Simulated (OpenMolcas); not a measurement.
# V2+: ligand-field states by method

V2+ with 4 ligands (chloride) in tetrahedral coordination (Td) at 2.42 Å. A charge of +0.5 e stands 2.6 Å behind each ligand. Ligand basis ANO-RCC-VDZP.

- Program: OpenMolcas 26.06
- Basis: ANO-RCC-VTZP [6s5p3d2f1g]
- Scalar Hamiltonian: DKH2, point nucleus
- Active space: 3 electrons in 5 orbitals (3d)
- State averaging: 2S+1 = 4 even, 10 roots; 2S+1 = 2 even, 40 roots
- Spin-orbit coupling: RASSI with atomic mean-field integrals over the reference wave functions

I. CASSCF
II. SS-CASPT2, IPEA 0.25 Eh, imaginary shift 0.1 Eh (closed shells correlated: 3s 3p and the ligand valence shells)
III. SS-CASPT2, IPEA 0.25 Eh, real shift 0.3 Eh (closed shells correlated: 3s 3p and the ligand valence shells)

Spin-free states (labels of Td) in cm-1, each column counted from its own energy of the first state listed:

| State | Degeneracy | I | II | III |
| --- | --- | --- | --- | --- |
| 4T1 | 3 | 0 | 0 | 0 |
| 4T2 | 3 | 2421 | 1900 | 1960 |
| 4A2 | 1 | 5251 | 6050 | 6030 |
| 2E | 2 | 13172 | 10220 | 10250 |
| 2T1 | 3 | 14807 | 10560 | 10700 |
| 2T2 | 3 | 14843 | 10110 | 10340 |
| 4T1 | 3 | 15450 | 11970 | 12040 |
| 2A1 | 1 | 15858 | 11240 | 11430 |
| 2T1 | 3 | 18867 | 13370 | 13590 |
| 2T2 | 3 | 19856 | 14950 | 15160 |
| 2T1 | 3 | 19884 | 15250 | 15470 |
| 2E | 2 | 20647 | 16030 | 16230 |
| 2T1 | 3 | 21990 | 17970 | 18110 |
| 2E | 2 | 22408 | 16760 | 17010 |
| 2T2 | 3 | 22788 | 16810 | 17090 |
| 2T1 | 3 | 32997 | 25320 | 25510 |
| 2T2 | 3 | 33096 | 25230 | 25440 |
| 2A2 | 1 | 33228 | 25530 | 25710 |
| 2T2 | 3 | 50832 | 39390 | 39710 |
| 2E | 2 | 50901 | 39500 | 39840 |

From I to II, I's first state of the same spin (4T2) moves from 2421 to 1900 cm-1, by about -520 cm-1.

From I to II, I's first state of another spin (2E) moves from 13172 to 10220 cm-1, by about -2900 cm-1. In II another state of that kind comes below it.

χT at 300 K: I 1.68, II 1.67, III 1.67 cm3 K/mol.

Roots that are degenerate in the reference are averaged as groups; the widest CASPT2 spread within a group is 560 cm-1 (the 3-fold group of multiplicity 4 near 1900 cm-1 above the lowest state of its run, II). Shifts and gaps below about the spread of the groups concerned are not significant. Over all roots computed the reference weight is 0.73 to 0.74 in II; a low but even weight reflects the number of correlated electrons. An orbital triplet at a regular site is open to Jahn-Teller coupling, which can distort the site and quench the lowest spin-orbit gaps and is left out. Ligand-to-metal charge-transfer states are missing. With no ligand orbital active B as a rule stays too high, so bands that hang on it stand too high and its fall with covalency is understated. Without dynamic correlation the repulsion within the d shell is too large (B by tens of per cent), so at a given field states of lower spin stand too high (holds for I). With metal d orbitals alone and no dynamic correlation the field as a rule comes out too small, by tens of per cent, by up to half for chloride and softer ligands (holds for I). These CASPT2 states fit no ligand-field parameters well, so their order and spin gaps are uncertain (holds for II; III). With one d shell and no ligand orbital active, 10Dq can be off by tens of per cent for divalent 3d ions, low with halides held by bare charges and at times high in hosts (holds for II; III). Free-ion shares, where given, are those of the reference states; single-state CASPT2 does not remix them (holds for II; III). No measured value stands beside these numbers; the geometry was imposed, not optimised, and the real ion may take another.
